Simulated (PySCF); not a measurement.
# Polarisability and C₆ of Cl⁺ (chlorine, charge +1)

[Ne] 3s2 3p4, high-spin 3P determinant. Computed with PySCF 2.14 in dyall-av3z (19s12p3d2f, 84 functions), with no relativity, point nucleus. Coupled (time-dependent) response in atomic units; α is the mean over directions.

```csv
method,mean α (bohr³),"α xx, yy, zz",C₆ (like pair),S(−4)
UHF,8.497,"8.411, 8.670, 8.411",40.21,17.00
PBE,8.759,"8.595, 9.087, 8.595",41.70,18.56
PBE0,8.614,"8.478, 8.887, 8.478",40.84,17.69
LC-wPBE,8.544,"8.428, 8.776, 8.428",40.39,17.33
MN15,8.528,"8.499, 8.586, 8.499",39.19,18.36
```

S(−4) is the Cauchy moment in α(ω) = α(0) + S(−4) ω² + …

α(iu) at UHF:

```json
{"u (hartree)": "0", "α(iu) (bohr³)": "8.497"}
{"u (hartree)": "0.0500", "α(iu) (bohr³)": "8.455"}
{"u (hartree)": "0.100", "α(iu) (bohr³)": "8.331"}
{"u (hartree)": "0.200", "α(iu) (bohr³)": "7.875"}
{"u (hartree)": "0.300", "α(iu) (bohr³)": "7.230"}
{"u (hartree)": "0.500", "α(iu) (bohr³)": "5.768"}
{"u (hartree)": "0.750", "α(iu) (bohr³)": "4.185"}
{"u (hartree)": "1.00", "α(iu) (bohr³)": "3.053"}
{"u (hartree)": "1.50", "α(iu) (bohr³)": "1.753"}
{"u (hartree)": "2.00", "α(iu) (bohr³)": "1.114"}
{"u (hartree)": "3.00", "α(iu) (bohr³)": "0.5597"}
{"u (hartree)": "5.00", "α(iu) (bohr³)": "0.2278"}
```

For an ion, C₆ is the dispersion term alone; charge-induced terms of lower order in 1/R come first.

The components differ because the open shell of this determinant is not spherical; for a pure term their mean is the scalar polarisability.
